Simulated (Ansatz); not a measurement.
tellurium hexafluoride (F₆Te), singlet, at a GFN2-xTB geometry (all electrons, no relativity); R2SCAN/STO-3G run with Ansatz (a first-principles code).

Here is a job for Ansatz.
Ansatz 0.2 input:
```yaml
crystal:
  periodic: [false, false, false]
  atoms:
    - {symbol: F, position_ang: [-0.45314588, -1.29290688, -1.28881114]}
    - {symbol: Te, position_ang: [-0.00000000, 0.00000000, -0.00000000]}
    - {symbol: F, position_ang: [1.81854678, -0.20347278, -0.43528149]}
    - {symbol: F, position_ang: [0.15978096, -1.35091604, 1.29903018]}
    - {symbol: F, position_ang: [-0.15978096, 1.35091604, -1.29903018]}
    - {symbol: F, position_ang: [0.45314588, 1.29290688, 1.28881114]}
    - {symbol: F, position_ang: [-1.81854678, 0.20347278, 0.43528149]}
basis:
  gaussian:
    orbitals: STO-3G
hamiltonian:
  xc: r2scan
```

It wrote (shortened):

```
Functional definition: r2SCAN
747 factors; integrals over basis functions are off by at most 3.2e-5 eV
mean field evaluation 1: about -194267.3699 eV, gradient 3.0e1 eV
mean field evaluation 2: about -194269.7785 eV, gradient 2.1e1 eV
mean field evaluation 4: about -194271.7724 eV, gradient 2.7e-1 eV
mean field evaluation 8: about -194271.6390 eV, gradient 8.0e-4 eV
mean field -194271.63900916 eV, -7139.3510515401 hartree, gradient 1.3e-5 eV, S^2 0.000000; 0 other end points of the search recorded, 0 dependent functions left out
reference -194271.63901148 eV, -7139.3510516253 hartree; 53, 53 occupied and 4, 4 virtual orbitals, 747 factors
Total energy: -194271.63901148 eV, -7139.3510516253 hartree
```
